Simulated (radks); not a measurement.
Results of a calculation; reference values are marked as such.
Question: The table gives one normalised radial function P(r) = r R(r) of Os+ in [Xe] 4f14 5d6 6s1 (r in bohr). Code: a radial shooting solver on a logarithmic mesh with Libxc functionals. Model: scalar-relativistic Kohn-Sham, PBE, spin-unpolarised, spherical densities, finite nucleus; Fermi nuclear charge, rms radius 5.4126 fm.

r,P
0.00104,0.0021
0.001628,0.0044
0.002568,0.0094
0.004052,0.0198
0.006342,0.0403
0.01001,0.0798
0.01579,0.1456
0.02471,0.2280
0.03899,0.2717
0.06151,0.1461
0.09627,-0.1910
0.1519,-0.3750
0.2397,0.1263
0.3751,0.5667
0.5918,-0.1937
0.9337,-1.0506
1.461,-0.7865
2.306,-0.2135
3.638,-0.0183
5.694,-0.0003
8.984,0.0000

Which n and l does it have? It may be an empty orbital.

Answer: n = 5, l = 1: the number of nodes gives n - l - 1 = 3, the rise at small r (about r^(l+1), flatter next to the nucleus through relativity) gives l, and the extent must fit the shell. The curve is that of 5p. 5p: eigenvalue -58.922 eV, 3 radial nodes at r = 0.0764, 0.221, 0.548 bohr, <r> = 1.17 bohr, 90 % of the charge inside 1.70 bohr.
